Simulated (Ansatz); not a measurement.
`CB(S)S` + `O[SiH3]` → `[SiH3]OB(S)S` + CH₄  (ligand exchange at a B–C bond)

Isolated molecules relaxed with PBE0-D4/def2-TZVP in Ansatz; ΔE leaves out vibrations. CCSD(T)/CBS is the MP2 limit (def2-TZVPP, def2-QZVPP) plus CCSD(T) − MP2 in def2-TZVPP, frozen cores. This one scheme is used for every species. Each species was taken in one conformer, which may not be the lowest.

`CB(S)S`:

Cartesian coordinates in Å:
```
C -0.264 -0.190 -1.134
B -0.093 0.058 0.403
S 1.515 0.263 1.188
S -1.571 0.141 1.424
H 0.181 0.632 -1.704
H 0.266 -1.100 -1.433
H -1.306 -0.289 -1.444
H 2.265 0.129 0.081
H -0.994 0.357 2.619
```

`O[SiH3]`:

```xyz
6

O     0.727    1.041   -0.173
Si   -0.144   -0.305    0.206
H     0.620    1.412   -1.049
H    -1.609   -0.057    0.112
H     0.220   -0.646    1.600
H     0.185   -1.444   -0.696
```

`[SiH3]OB(S)S`:

Z-matrix (Å, degrees):
```
Si
O 1 1.653
H 1 1.481 2 107.6
H 1 1.484 2 110.5 3 -120.4
H 1 1.482 2 108.0 3 118.9
B 2 1.351 1 138.1 3 125.9
S 6 1.814 2 120.4 1 179.2
S 6 1.822 2 120.4 1 -0.9
H 7 1.343 6 95.5 2 0.1
H 8 1.342 6 96.3 2 180.0
```

CH₄:

Cartesian coordinates in Å:
```
C 0.000 0.000 0.000
H 0.463 -0.979 -0.118
H 0.175 0.365 1.012
H -1.072 -0.081 -0.176
H 0.434 0.696 -0.717
```

| species | CCSD(T)/CBS(def2) energy (Eh) |
| --- | --- |
| `CB(S)S` | -861.47802 |
| `O[SiH3]` | -366.69042 |
| `[SiH3]OB(S)S` | -1187.74834 |
| CH₄ | -40.46206 |

Q: Work out ΔE.

A: ΔE = (-1187.74834) + (-40.46206) − (-861.47802) − (-366.69042) = -0.04196 Eh = -110.2 kJ/mol.

Largest T1 diagnostic among the species: 0.013.

In def2-TZVPP, CCSD(T) changes the Hartree–Fock value by +10.3 kJ/mol (the triples alone add +0.4 kJ/mol) and MP2 by +10.9 kJ/mol. The D4 term adds −4.7 kJ/mol with B3LYP and −2.8 kJ/mol with PBE0; it sums over pairs of atoms, weighted by their polarisabilities, and B3LYP, whose exchange is more repulsive, gets the larger term.

B3LYP here is the variant with VWN-RPA as its local correlation; programs differ in this.
